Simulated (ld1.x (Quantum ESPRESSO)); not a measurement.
# I, TM: configuration errors across variants

```
Element                 : iodine
Generator               : ld1.x (Quantum ESPRESSO) 7.5
Type                    : norm-conserving Troullier–Martins (Kleinman–Bylander form)
Functional              : Wu–Cohen
Relativity              : scalar-relativistic
Frozen core             : [Kr]
Valence charge          : 17
Reference configuration : 4d10 5s2 5p3 (charge +2)
Partial waves           : 5p (bound): rc 2.05 bohr; 4d (bound): rc 1.35 bohr; 4f channel at 0.4 Ry: rc 1.70 bohr; 5s (bound): rc 1.75 bohr
Local potential         : the s channel
Core correction         : none
```

All-electron excitation energies from the reference (eV): (1) 4d10 5s2 5p5 -31.058; (2) 4d10 5s2 5p4 -19.902; (3) 4d10 5s2 5p2 29.420; (4) 4d10 5s2 5p5.3 -32.842; (5) 4d10 5s1 5p6 -20.603; (6) 4d9 5s2 5p6 14.735; (7) 4d10 5s2 5p1 68.968.

A true bound ghost makes a file unfit for plane-wave use even where its test errors are small: the radial tests pick states by their node count and pass the ghost by.

Errors AE − PS in meV (a dash: test not solved or not reliable):

```tsv
change	(1)	(2)	(3)	(4)	(5)	(6)	(7)	bound ghosts
base	+21	+9.6	-2.4	+24	+9.9	-630	+6.0	none
all radii scaled by about 0.88 (s 1.54, p 1.82, d 1.20, f 1.50 bohr)	+21	+9.6	-2.2	+24	+8.6	-616	+7.0	none
all radii scaled by about 1.07 (s 1.86, p 2.18, d 1.44, f 1.82 bohr)	+21	+9.6	-2.6	+24	+10.0	-601	+4.6	none
all radii scaled by about 1.16 (s 2.04, p 2.38, d 1.58, f 1.98 bohr)	+22	+9.7	-3.0	+26	+9.6	-512	+0.5	none
all radii scaled by about 1.24 (s 2.18, p 2.54, d 1.68, f 2.10 bohr)	+24	+9.9	-4.0	+28	+7.8	-395	-7.2	none
all radii scaled by about 1.37 (s 2.40, p 2.80, d 1.86, f 2.34 bohr)	+27	+10	-6.2	+32	+2.8	-188	-23	none
```

Problem. Give the same row for: all radii scaled by about 0.77 (s 1.36, p 1.58, d 1.04, f 1.32 bohr).

Solution. +18, +8.6, -2.1, +20, +4.1, -383, +11; bound ghosts: p.
